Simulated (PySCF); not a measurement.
## C₆ coefficients of unlike pairs at PBE0

Calculated with PySCF 2.14 from the dipole response of each species, C₆(A,B) = (3/π) ∫ α_A(iu) α_B(iu) du, in atomic units, from isotropic polarisabilities. For ions this is the dispersion term alone; charge-induced terms of lower order in 1/R come first.

```csv
species,configuration,basis,relativity,α (bohr³),C₆ (like pair)
Sb²⁺,[Kr] 4d10 5s2 5p1 (2P),aug-cc-pVTZ-DK3 (8s7p5d2f),spin-free X2C,15.83,94.39
Ba,[Xe] 6s2 (1S),aug-cc-pVQZ-X2C (10s9p7d4f2g),spin-free X2C,276.5,5474
Al²⁺,[Ne] 3s1 (2S),aug-cc-pCVTZ-DK (8s7p5d3f),spin-free X2C,13.95,37.84
```

(1) Estimate C₆ for Al²⁺ with Ba.

No spin-orbit coupling is included.

The other pairs:

```
      pair     C₆
  Ba, Sb²⁺  555.6
Al²⁺, Sb²⁺  56.77
```

Results:

(1) The integral gives 412.5. The combination rule 2 C_A C_B / (C_A α_B/α_A + C_B α_A/α_B) gives 403.7 and the geometric mean 455.1.
